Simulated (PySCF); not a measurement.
A structure optimised at PBE0-D3(BJ)/def2-TZVP, used in a PySCF frequency run:

```
N
H 1 1.0236
H 1 1.0236 2 109.00
H 1 1.0297 2 105.93 3 -113.59
B 1 1.5440 2 113.53 4 -118.79
H 5 1.1814 1 115.67 2 -153.49
H 5 1.1814 6 128.62 1 177.98
```
Charge +1, spin multiplicity 1.

**Question.** Write its SMILES, formula and point group.

**Answer.** B[NH3+], BH₅N, Cs

**Question.** What are its rotational constants (standard atomic weights)?

**Answer.** 100.61, 21.884, 19.865 GHz
